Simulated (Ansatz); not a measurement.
## Ansatz (development build ahead of 0.2.0) run

```yaml
crystal:
  periodic: [false, false, false]
  atoms:
    - { symbol: Ni, position_ang: [0.0, 0.0, 0.0] }
    - { symbol: Cl, position_ang: [1.31059, 1.31059, 1.31059] }
    - { symbol: Cl, position_ang: [1.31059, -1.31059, -1.31059] }
    - { symbol: Cl, position_ang: [-1.31059, 1.31059, -1.31059] }
    - { symbol: Cl, position_ang: [-1.31059, -1.31059, 1.31059] }
basis:
  gaussian: { orbitals: pcseg-2 }
total_charge: -2
magnetization:
  initial_magnetization: 2
hamiltonian:
  xc: { name: wB97X }
```

The input is written out in the form of the current development build from the run's settings.

Results

```json
{"Converged": "yes", "Total energy": "-3349.52009 hartree", "Spin squared of the determinant": "2.000", "Stability test": "minimum among restricted orbitals"}
```

Caution: no unrestricted run beside it, a lower state can exist; no diffuse functions for an anion; other spin multiplicities were not run.
